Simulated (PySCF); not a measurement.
PySCF input for H₆Si₂Te, SMILES [SiH3][Te][SiH3], TDA-B3LYP/def2-SVPD. The structure is a stationary point at B3LYP-D3(BJ)/def2-SVP. The def2 effective core potentials stand for the cores of Te; spin–orbit coupling is left out.

```python
import numpy as np
from pyscf import gto, scf, dft, tdscf

mol = gto.M(
    atom='''
    Te    0.00000000   -0.00000000    0.71745496
    Si   -1.81357824    0.00000000   -1.03899378
    H    -3.11130181    0.00000000   -0.30932603
    H    -1.71254414   -1.21267648   -1.89929498
    H    -1.71254415    1.21267647   -1.89929499
    Si    1.81357824    0.00000000   -1.03899378
    H     1.71254414    1.21267647   -1.89929499
    H     1.71254415   -1.21267648   -1.89929498
    H     3.11130181    0.00000000   -0.30932603
    ''',
    basis='def2-SVPD',
    ecp={'Te': 'def2-svp'},
    charge=0,
    spin=0,
    symmetry=True,
    max_memory=1600,
    verbose=4,
)
mf = dft.RKS(mol, xc='b3lyp').density_fit(auxbasis='def2-universal-jkfit')
mf.grids.level = 3
mf.conv_tol = 1e-9
mf.max_cycle = 100
mf.kernel()
mf.grids = dft.Grids(mol).set(level=1).build(with_non0tab=True)  # coarser grid for the response kernel
td = tdscf.TDA(mf)
td.singlet = True
td.nstates = 10
td.conv_tol = 1e-4
td.positive_eig_threshold = 1e-6
td.kernel(x0=td.get_init_guess(mf, 15))
td.analyze()
tt = tdscf.TDA(mf)
tt.singlet = False
tt.nstates = 4
tt.conv_tol = 1e-4
tt.positive_eig_threshold = 1e-6
tt.kernel(x0=tt.get_init_guess(mf, 9))
tt.analyze(verbose=3)
```

Log of the run:

```
PySCF version 2.14.0

[INPUT] verbose = 4
[INPUT] num. atoms = 9
[INPUT] num. electrons = 58
[INPUT] charge = 0
[INPUT] spin (= nelec alpha-beta = 2S) = 0
[INPUT] symmetry True subgroup None
[INPUT] Mole.unit = angstrom
[INPUT] Symbol           X                Y                Z      unit          X                Y                Z       unit  Magmom
[INPUT]  1 Te     0.000000000000   0.000000000000   0.717454960000 AA    0.000000000000   0.000000000000   1.355793381111 Bohr   0.0
[INPUT]  2 Si    -1.813578240000   0.000000000000  -1.038993780000 AA   -3.427166179071   0.000000000000  -1.963413689327 Bohr   0.0
[INPUT]  3 H     -3.111301810000   0.000000000000  -0.309326030000 AA   -5.879508311764   0.000000000000  -0.584541479899 Bohr   0.0
[INPUT]  4 H     -1.712544140000  -1.212676480000  -1.899294980000 AA   -3.236239400829  -2.291626424902  -3.589147341961 Bohr   0.0
[INPUT]  5 H     -1.712544150000   1.212676470000  -1.899294990000 AA   -3.236239419726   2.291626406004  -3.589147360859 Bohr   0.0
[INPUT]  6 Si     1.813578240000   0.000000000000  -1.038993780000 AA    3.427166179071   0.000000000000  -1.963413689327 Bohr   0.0
[INPUT]  7 H      1.712544140000   1.212676470000  -1.899294990000 AA    3.236239400829   2.291626406004  -3.589147360859 Bohr   0.0
[INPUT]  8 H      1.712544150000  -1.212676480000  -1.899294980000 AA    3.236239419726  -2.291626424902  -3.589147341961 Bohr   0.0
[INPUT]  9 H      3.111301810000   0.000000000000  -0.309326030000 AA    5.879508311764   0.000000000000  -0.584541479899 Bohr   0.0

nuclear repulsion = 235.256144498692
point group symmetry = C2v
symmetry origin: [ 0.00000000e+00 -4.39471198e-10  1.75788477e-09]
symmetry axis x: [ 1.00000000e+00 -2.06759424e-10 -9.51298197e-18]
symmetry axis y: [-2.06759424e-10 -1.00000000e+00  2.08917398e-10]
symmetry axis z: [0.00000000e+00 2.08917398e-10 1.00000000e+00]
num. orbitals of irrep A1 = 47
num. orbitals of irrep A2 = 20
num. orbitals of irrep B1 = 39
num. orbitals of irrep B2 = 25
number of shells = 57
number of NR pGTOs = 214
number of NR cGTOs = 131
basis = def2-SVPD
ecp = {'Te': 'def2-svp'}


******** <class 'pyscf.df.df_jk.DFSymAdaptedRKS'> ********
method = DFSymAdaptedRKS
initial guess = minao
damping factor = 0
level_shift factor = 0
DIIS = <class 'pyscf.scf.diis.CDIIS'>
diis_start_cycle = 1
diis_space = 8
diis_damp = 0
SCF conv_tol = 1e-09
SCF conv_tol_grad = None
SCF max_cycles = 100
direct_scf = False
XC library pyscf.dft.libxc version 7.1.2
    S. Lehtola, C. Steigemann, M. J. T. Oliveira, and M. A. L. Marques,  SoftwareX 7, 1–5 (2018)
XC functionals = b3lyp
    P. J. Stephens, F. J. Devlin, C. F. Chabalowski, and M. J. Frisch,  J. Phys. Chem. 98, 11623 (1994)
radial grids:
    Treutler-Ahlrichs [JCP 102, 346 (1995); DOI:10.1063/1.469408] (M4) radial grids

becke partition: Becke, JCP 88, 2547 (1988); DOI:10.1063/1.454033
pruning grids: <function nwchem_prune>
grids dens level: 3
symmetrized grids: True
atomic radii adjust function: <function treutler_atomic_radii_adjust>
small_rho_cutoff = 0
Freeze 0 electrons in irreps []
    58 free electrons in irreps A1 A2 B1 B2
Set gradient conv threshold to 3.16228e-05
Initial guess from minao.
tot grids = 119168
******** <class 'pyscf.df.df.DF'> ********
auxbasis = def2-universal-jkfit
init E= -822.359339165015
HOMO (B1) = -0.644376653257385  LUMO (B1) = -0.558123992548708  gap/eV = 2.34705
cycle= 1 E= -848.307794625365  delta_E= -25.9  |g|= 3.02  |ddm|= 11.1
HOMO (A1) = -0.0286511749601747  LUMO (B1) = -0.0258570331521746  gap/eV = 0.07603
cycle= 2 E= -842.947749915434  delta_E= 5.36  |g|= 3.81  |ddm|= 43.1
HOMO (B2) = -0.301590032575889  LUMO (B1) = -0.137707527980663  gap/eV = 4.45947
cycle= 3 E= -850.074799336765  delta_E= -7.13  |g|= 0.991  |ddm|= 42.5
HOMO (B2) = -0.176680284899505  LUMO (A1) = -0.047537169012175  gap/eV = 3.51416
cycle= 4 E= -850.477129029957  delta_E= -0.402  |g|= 0.467  |ddm|= 2.98
HOMO (B2) = -0.219498436802295  LUMO (B1) = -0.0323889188231128  gap/eV = 5.09151
cycle= 5 E= -850.574101530705  delta_E= -0.097  |g|= 0.166  |ddm|= 1.11
HOMO (B2) = -0.232161292739643  LUMO (B1) = -0.0435442682444034  gap/eV = 5.13253
cycle= 6 E= -850.584716555685  delta_E= -0.0106  |g|= 0.0346  |ddm|= 0.306
HOMO (B2) = -0.229529513705653  LUMO (B1) = -0.0402502494508319  gap/eV = 5.15055
cycle= 7 E= -850.585208206069  delta_E= -0.000492  |g|= 0.00403  |ddm|= 0.068
HOMO (B2) = -0.228941057565114  LUMO (B1) = -0.0399964882112336  gap/eV = 5.14144
cycle= 8 E= -850.585215909758  delta_E= -7.7e-06  |g|= 0.0009  |ddm|= 0.00806
HOMO (B2) = -0.228941372293559  LUMO (B1) = -0.039992730117369  gap/eV = 5.14155
cycle= 9 E= -850.585216314292  delta_E= -4.05e-07  |g|= 9.63e-05  |ddm|= 0.00211
HOMO (B2) = -0.228947072496553  LUMO (B1) = -0.0400044031380062  gap/eV = 5.14139
cycle= 10 E= -850.585216317559  delta_E= -3.27e-09  |g|= 2.52e-05  |ddm|= 0.000236
HOMO (B2) = -0.228945490989204  LUMO (B1) = -0.0400017250497307  gap/eV = 5.14142
cycle= 11 E= -850.585216317778  delta_E= -2.19e-10  |g|= 2.66e-06  |ddm|= 6.09e-05
HOMO (B2) = -0.228946250678621  LUMO (B1) = -0.0400020128909127  gap/eV = 5.14143
Extra cycle  E= -850.585216317773  delta_E= 4.77e-12  |g|= 3.39e-06  |ddm|= 1.22e-05
converged SCF energy = -850.585216317773
tot grids = 35688
Overwritten attributes  positive_eig_threshold  of <class 'pyscf.tdscf.rks.TDA'>


******** <class 'pyscf.tdscf.rks.TDA'> for <class 'pyscf.df.df_jk.DFSymAdaptedRKS'> ********
nstates = 10 singlet
deg_eia_thresh = 1.000e-03
wfnsym = None
conv_tol = 0.0001
eigh lindep = 1e-12
eigh level_shift = 0
eigh max_cycle = 100


Excitation energies (eV)
[4.1098971  4.47019282 5.15384577 5.54406944 5.72136242 6.15664814
 6.28687053 6.33478385 6.38795191 6.41027266]

** Singlet excitation energies and oscillator strengths **
Excited State   1:   A2      4.10990 eV    301.67 nm  f=0.0000
      29 -> 30        0.70470
Excited State   2:   B2      4.47019 eV    277.36 nm  f=0.0216
      29 -> 31        0.70404
Excited State   3:   B2      5.15385 eV    240.57 nm  f=0.0002
      29 -> 32       -0.69829
Excited State   4:   B2      5.54407 eV    223.63 nm  f=0.0180
      29 -> 33       -0.69631
Excited State   5:   B1      5.72136 eV    216.70 nm  f=0.0081
      28 -> 30        0.33231
      29 -> 34        0.62189
Excited State   6:   A2      6.15665 eV    201.38 nm  f=0.0000
      29 -> 35        0.70486
Excited State   7:   B2      6.28687 eV    197.21 nm  f=0.0357
      29 -> 36        0.70485
Excited State   8:   A1      6.33478 eV    195.72 nm  f=0.0940
      27 -> 30        0.14217
      28 -> 31       -0.51166
      29 -> 37       -0.39123
      29 -> 38        0.24798
Excited State   9:   A1      6.38795 eV    194.09 nm  f=0.0113
      27 -> 30       -0.18708
      28 -> 31        0.28965
      29 -> 37       -0.57487
      29 -> 38       -0.20042
Excited State  10:   B1      6.41027 eV    193.41 nm  f=0.0356
      27 -> 31       -0.41269
      28 -> 30        0.49678
      29 -> 34       -0.24968

** Transition electric dipole moments (AU) **
state          X           Y           Z        Dip. S.      Osc.
  1        -0.0000      0.0000     -0.0000      0.0000      0.0000
  2        -0.0000      0.4444     -0.0000      0.1975      0.0216
  3        -0.0000     -0.0364      0.0000      0.0013      0.0002
  4         0.0000      0.3645     -0.0000      0.1329      0.0180
  5        -0.2400      0.0000      0.0000      0.0576      0.0081
  6         0.0000      0.0000      0.0000      0.0000      0.0000
  7         0.0000      0.4817     -0.0000      0.2320      0.0357
  8         0.0000     -0.0000     -0.7782      0.6056      0.0940
  9        -0.0000     -0.0000     -0.2691      0.0724      0.0113
 10         0.4760     -0.0000      0.0000      0.2266      0.0356

WARN: ECP detected. Skipping calculation of transition velocity and magnetic dipole moments, which have not yet been implemented.



******** <class 'pyscf.tdscf.rks.TDA'> for <class 'pyscf.df.df_jk.DFSymAdaptedRKS'> ********
nstates = 4 triplet
deg_eia_thresh = 1.000e-03
wfnsym = None
conv_tol = 0.0001
eigh lindep = 1e-12
eigh level_shift = 0
eigh max_cycle = 100


Excitation energies (eV)
[3.76824359 4.07100369 5.05500571 5.29120969]

** Triplet excitation energies and oscillator strengths **
Excited State   1:   A2      3.76824 eV    329.02 nm  f=0.0000
Excited State   2:   B2      4.07100 eV    304.55 nm  f=0.0000
Excited State   3:   B2      5.05501 eV    245.27 nm  f=0.0000
Excited State   4:   B1      5.29121 eV    234.32 nm  f=0.0000
```

The calculation finished and met its thresholds.
